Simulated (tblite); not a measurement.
Species: C2H12F2GeSi3.
SMILES with atom numbers: `[CH3:1][Si@@H:2]([GeH2:3][SiH2:4][SiH3:5])[CH:6]([F:7])[F:8]` (hydrogens: H9, H10, H11 on C1; H12 on Si2; H13, H14 on Ge3; H15, H16 on Si4; H17, H18, H19 on Si5; H20 on C6)

Computed with GFN2-xTB (tblite), gas phase: L-BFGS steps from a force-field or distance-geometry start until the largest atomic force falls under 0.01 eV/Å.

Geometry at step 23:
```
atom  x, y, z in Å
C1     -2.8417    1.1514    0.0859
Si2    -2.0394   -0.5013   -0.3939
Ge3     0.0894   -0.0858   -1.3193
Si4     1.8601    0.2449    0.2363
Si5     3.9890   -0.3506   -0.4536
C6     -1.5715   -1.3238    1.2955
F7     -2.6483   -1.8546    1.9322
F8     -1.0569   -0.3875    2.1484
H9     -2.4729    1.4971    1.0485
H10    -2.6005    1.9217   -0.6411
H11    -3.9228    1.0906    0.1575
H12    -2.9889   -1.4626   -0.9810
H13     0.4357   -1.1862   -2.3169
H14    -0.0700    1.0669   -2.3053
H15     1.6891    1.6209    0.7279
H16     1.4814   -0.5923    1.3883
H17     3.9366   -1.0614   -1.7335
H18     4.6304   -1.2536    0.5066
H19     4.9122    0.7757   -0.6011
H20    -0.8163   -2.1182    1.2158
```

Task: What forces act on the atoms?

Result: 
```
atom  Fx (eV/Å)  Fy (eV/Å)  Fz (eV/Å)
  C1     -0.058      0.089      0.006
 Si2      0.031      0.092     -0.006
 Ge3      0.086     -0.013     -0.009
 Si4     -0.164     -0.007      0.074
 Si5      0.046     -0.010      0.021
  C6     -0.015     -0.051      0.036
  F7     -0.045     -0.032      0.024
  F8     -0.010      0.016     -0.034
  H9      0.029     -0.051      0.022
 H10     -0.029      0.011     -0.081
 H11     -0.053     -0.030     -0.003
 H12      0.077      0.059     -0.021
 H13     -0.034      0.046      0.047
 H14      0.016     -0.078      0.063
 H15      0.088     -0.016     -0.048
 H16      0.072      0.031     -0.053
 H17      0.023      0.005     -0.045
 H18     -0.017     -0.018      0.002
 H19     -0.031      0.039     -0.040
 H20     -0.009     -0.082      0.044
```

The largest, 0.18 eV/Å, acts on Si4; the rms over all components is 0.050 eV/Å. The forces sum to zero within rounding, as they must for an isolated molecule in no field.

Task: Give the force on Si4 in Eh/bohr and in nN.

Result: 0.180 eV/Å ÷ 51.422 = 0.00350 Eh/bohr, and 0.180 eV/Å × 1.602 = 0.29 nN.

Task: How far is this geometry from the end of the optimisation?

Result: 0.195 eV above it, and 0.826 Å rms away after alignment. The bonds farthest from their final lengths, with half the difference of the two atoms' forces along the bond (positive lengthens):

| bond | now (Å) | final (Å) | force along bond (eV/Å) |
| --- | --- | --- | --- |
| Ge3–Si4 | 2.380 | 2.365 | -0.07 |
| Si4–H16 | 1.474 | 1.465 | -0.09 |
| Si2–Ge3 | 2.358 | 2.352 | +0.02 |
| C6–F8 | 1.367 | 1.373 | 0.00 |
| Ge3–H13 | 1.525 | 1.519 | -0.05 |
| C6–F7 | 1.359 | 1.365 | +0.01 |

The angle farthest from its final value is C1–Si2–Ge3, 109.1° against 117.8°.

The cost below is that of the whole relaxation. On one thread, Intel Xeon at 2.50 GHz (x86_64), shared host with 64 logical CPUs at a one-minute load of 63, this took 13 s of wall time.
